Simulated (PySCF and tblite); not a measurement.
Results of a calculation; reference values are marked as such.
System: C6H7N, numbered as in [CH:1]1=[CH:2][CH:3]=[CH:4][NH:5][CH:6]=[CH:7]1.

Geometries: PBE0-D3(BJ)/def2-SVP; energies: PBE0/pcSseg-1 + D3(BJ); zero-point and thermal terms from GFN2-xTB harmonic modes (soft modes blended into free rotors). Rates follow Eyring's equation with the number of equivalent paths and no tunnelling. Programs: tblite and PySCF.

Question: Estimate the barrier and the room-temperature rate of the inversion of the 7-membered ring (1–2–3–4–5–6–7).

Answer: The electronic barrier is 1.9 kcal/mol and ΔG‡(298 K) 1.6 kcal/mol, over a C2v saddle with an imaginary mode of 164i cm⁻¹ (GFN2-xTB). With 1 equivalent path, k is 4.2×10¹¹ s⁻¹, a mean lifetime of the start of 2.4 ps against this motion.
